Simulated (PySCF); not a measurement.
**Radial density of C(2+) (carbon, charge +2)**

BP86, [He] 2s2, closed-shell 1S. Computed with PySCF 2.14 in def2-SVP (3s2p1d, 14 functions), with no relativity, point nucleus.

```tsv
r (bohr)	4πr²ρ (e/bohr)
0.00455	0.03027
0.00765	0.08443
0.0129	0.2299
0.0216	0.5925
0.0364	1.392
0.0612	2.946
0.103	5.066
0.173	6.322
0.291	4.533
0.490	1.562
0.825	1.201
1.39	1.442
2.33	0.3093
3.92	0.003917
```
